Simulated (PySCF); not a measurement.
Species: [Ti(Cl)4] (charge 0, multiplicity 1).

Q: Predict the HOMO, dipole moment, LUMO, HOMO–LUMO gap and charge on the central atom (meta-Löwdin) from TPSSh-D3(BJ)/def2-TZVP // TPSS-D3(BJ)/def2-SVP (PySCF).

A: 
```yaml
HOMO: -8.92 eV
dipole_moment: 0.00 D
LUMO: -4.31 eV
HOMO–LUMO gap: 4.61 eV
charge on the central atom (meta-Löwdin): 1.12 e
```
